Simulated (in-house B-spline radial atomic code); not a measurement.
Successive ionisation energies of lutetium; each step leads to the configuration of the next row (after the last: [Ne] 3s2 3p6). Dirac energy differences include first-order Breit, QED and recoil terms. NIST's values go from ground level to ground level; the uncertainty of those that are theory runs from under 0.1 % in few-electron ions to several per cent in heavy many-electron ones. Computed with a B-spline radial code for spherical atoms: Dirac-Hartree-Fock, average of the configuration, finite nuclei.

```csv
ion,configuration,ionisation energy (eV),tabulated value (eV),computed minus tabulated (eV),highest orbital,largest mean radius (bohr)
Lu37+,[Ar] 3d10 4s2 4p4,1720.2,1696,24,4p3/2,0.44346
Lu38+,[Ar] 3d10 4s2 4p3,?,?,?,?,?
Lu39+,[Ar] 3d10 4s2 4p2,1826.0,1875,-49,4p3/2,0.43811
Lu40+,[Ar] 3d10 4s2 4p1,1879.6,1933,-53,4p3/2,0.4355
Lu41+,[Ar] 3d10 4s2,?,?,?,?,?
Lu42+,[Ar] 3d10 4s1,2125.4,2125.5,0,4s1/2,0.41599
Lu43+,[Ar] 3d10,3612.3,3590,22,3d5/2,0.21023
Lu44+,[Ar] 3d9,3734.1,3706,28,3d5/2,0.20895
Lu45+,[Ar] 3d8,3857.5,3828,29,3d5/2,0.20767
Lu46+,[Ar] 3d7,3982.4,3960,22,3d5/2,0.20641
Lu47+,[Ar] 3d6,4108.9,4086,23,3d5/2,0.20516
Lu48+,[Ar] 3d5,4237.0,4211,26,3d5/2,0.20391
Lu49+,[Ar] 3d4,4366.6,4403,-36,3d5/2,0.20268
Lu50+,[Ar] 3d3,?,?,?,?,?
Lu51+,[Ar] 3d2,4630.5,4673,-42,3d5/2,0.20026
Lu52+,[Ar] 3d1,4764.8,4803,-38,3d5/2,0.19906
```

Task: Fill in the row of Lu38+.

Result: ionisation energy (eV): 1772.8; tabulated value (eV): 1747; computed minus tabulated (eV): 26; highest orbital: 4p3/2; largest mean radius (bohr): 0.44077.

Task: Fill in the row of Lu41+.

Result: ionisation energy (eV): 2067.5; tabulated value (eV): 2067; computed minus tabulated (eV): 0; highest orbital: 4s1/2; largest mean radius (bohr): 0.41838.

Task: Fill in the row of Lu50+.

Result: ionisation energy (eV): 4497.8; tabulated value (eV): 4532; computed minus tabulated (eV): -34; highest orbital: 3d5/2; largest mean radius (bohr): 0.20147.

Task: Where is the largest jump?

Result: From Lu42+ to Lu43+, by a factor of 1.70 (2125.4 to 3612.3 eV); the highest orbital goes from 4s1/2 to 3d5/2.

Where a p, d or f electron is removed, the computed value is a mean over both j, so it misses the tabulated one by a part of the spin-orbit splitting; averaging over terms and missing correlation add to the gap, relatively most at low charge.
